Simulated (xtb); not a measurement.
CH4N2OSi, SMILES N#CO[SiH2]N. All values are semi-empirical tight-binding results from xtb (GFN2-xTB unless named), good for trends rather than for accurate numbers. Geometry optimised at GFN2-xTB. This is a generated structure with no PubChem entry under its InChIKey; it may be hypothetical. One conformer was computed; it need not be the lowest.

Optimised geometry:

Bonded distances (Å): N1–C2 1.145, C2–O3 1.250, O3–Si4 1.656, Si4–N5 1.709, Si4–H6 1.464, Si4–H7 1.456, N5–H8 1.005, N5–H9 1.008. Bond angles (°): N1–C2–O3 178.1, C2–O3–Si4 135.7, O3–Si4–N5 98.7, O3–Si4–H6 106.5, O3–Si4–H7 109.5, N5–Si4–H6 118.6, N5–Si4–H7 109.3, H6–Si4–H7 113.0, Si4–N5–H8 119.9, Si4–N5–H9 120.4, H8–N5–H9 110.9.

Computed properties:
```
Property                                          Value
----------------------------------------  -------------
orbital gap                                     5.76 eV
dipole moment                                    5.84 D
zero-point energy                         34.3 kcal/mol
G − E(el) at 298.15 K (modified RRHO)     15.1 kcal/mol
static polarisability (D4 model)             59.3 bohr³
solvation energy, GFN2-xTB/ALPB(water)    -8.8 kcal/mol
solvation energy, GFN2-xTB/ALPB(octanol)  -8.3 kcal/mol
```

Computed atomic charges and the Wiberg bond orders between heavy atoms:
charges (e) N1 -0.32, C2 0.25, O3 -0.28, Si4 0.53, N5 -0.38, H6 -0.07, H7 -0.07, H8 0.15, H9 0.18. Bond orders N1–C2 2.65, C2–O3 1.27, O3–Si4 0.89, Si4–N5 1.21.
